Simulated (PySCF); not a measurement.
Members of one series of related molecules.

All values: CAM-B3LYP/def2-SVPD (PySCF) at PBE0-D3(BJ)/def2-SVP geometries, gas phase, one conformer each. Core orbitals are frozen in the response; Δα² is half the sum of the squared differences of the principal polarisabilities. The calculation is non-relativistic, for selenium too.

Task: Rank by HOMO–LUMO gap, highest first.
A. `[SeH][SiH2]C1CCCC1`
B. `COB(OC)[SiH2][SeH]`
C. `[SeH][SiH2]c1ccccn1`

Result: A (8.78 eV), B (8.22 eV), C (7.84 eV).

Task: Rank by dipole moment, highest first.
A. `[CH2:1]=[C:2]([CH3:3])[SiH2:4][SeH:5]` with C1–C2–Si4–Se5 5°, C2–Si4–Se5–H 70°
B. `[SeH:1][SiH2:2][CH:3]1[CH2:4][CH2:5][CH2:6][CH2:7]1` with H–Se1–Si2–C3 73°, Se1–Si2–C3–C4 60°, Si2–C3–C4–C5 -162°, C3–C4–C5–C6 42°, C4–C5–C6–C7 -32°, C5–C6–C7–C3 10°
C. `[CH3:1][C:2](=[O:3])[SiH2:4][SeH:5]` with C1–C2–Si4–Se5 -179°, C2–Si4–Se5–H -1°

Result: C (3.05 D), B (1.82 D), A (1.64 D).

Task: Rank by HOMO energy, highest first.
A. `[SeH][SiH2]C1=CC=CC=N1`
B. `COB(OC)[SiH2][SeH]`
C. `[SeH][SiH2]C1CCCC1`

Result: A (-7.98 eV), C (-8.13 eV), B (-8.27 eV).

All values together:

| SMILES | formula | μ (D) | HOMO (eV) | LUMO (eV) | α (Å³) | Δα (Å³) | electrons | α per electron (Å³) | ΔSCF removal energy (eV) |
| --- | --- | --- | --- | --- | --- | --- | --- | --- | --- |
| [SeH][SiH2]c1ccccn1 | C5H7NSeSi | 3.19 | -7.98 | -0.14 | 17.67 | 9.30 | 92 | 0.192 | 8.86 |
| C=C(C)[SiH2][SeH] | C3H8SeSi | 1.64 | -8.27 | 0.62 | 13.79 | 4.78 | 74 | 0.186 | 9.20 |
| [SeH][SiH2]C1CCCC1 | C5H12SeSi | 1.82 | -8.13 | 0.65 | 16.55 | 3.28 | 90 | 0.184 | 9.00 |
| CC(=O)[SiH2][SeH] | C2H6OSeSi | 3.05 | -8.26 | -0.32 | 12.47 | 4.68 | 74 | 0.168 | 9.22 |
| COB(OC)[SiH2][SeH] | C2H9BO2SeSi | 1.58 | -8.27 | -0.05 | 15.34 | 2.62 | 90 | 0.170 | 9.17 |

Conformers: `[SeH:1][SiH2:2][c:3]1[cH:4][cH:5][cH:6][cH:7][n:8]1` with H–Se1–Si2–C3 179°, Se1–Si2–C3–C4 180°; `[CH2:1]=[C:2]([CH3:3])[SiH2:4][SeH:5]` with C1–C2–Si4–Se5 5°, C2–Si4–Se5–H 70°; `[SeH:1][SiH2:2][CH:3]1[CH2:4][CH2:5][CH2:6][CH2:7]1` with H–Se1–Si2–C3 73°, Se1–Si2–C3–C4 60°, Si2–C3–C4–C5 -162°, C3–C4–C5–C6 42°, C4–C5–C6–C7 -32°, C5–C6–C7–C3 10°; `[CH3:1][C:2](=[O:3])[SiH2:4][SeH:5]` with C1–C2–Si4–Se5 -179°, C2–Si4–Se5–H -1°; `[CH3:1][O:2][B:3]([O:4][CH3:5])[SiH2:6][SeH:7]` with C1–O2–B3–O4 175°, O2–B3–O4–C5 -177°, O2–B3–Si6–Se7 94°, B3–Si6–Se7–H 178°.
